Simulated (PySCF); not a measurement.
C3H, SMILES [C][C][CH-] (connectivity only; charge and spin as stated), charge -1, multiplicity 1. Heavy atoms are numbered as in [CH-:1][C:2][C:3]. Hydrogens are named by the atom that carries them.

Geometry optimised at PBE0-D3(BJ)/def2-TZVPD.

Computed with PySCF with PBE/pcSseg-2.

GIAO shieldings, no solvent; atoms alike by connectivity are averaged. δ = σ(ref) − σ: ¹³C against TMS (σ = 181.4 ppm); ¹H against TMS (σ = 31.47 ppm), references at their B3LYP-D3(BJ)/def2-TZVP geometries, non-relativistic.

```tsv
nucleus	atoms	count	δ (ppm)
¹³C	C3	1	1111.1
¹³C	C1 (CH)	1	980.1
¹³C	C2	1	303.6
¹H	H on C1	1	40.80
```
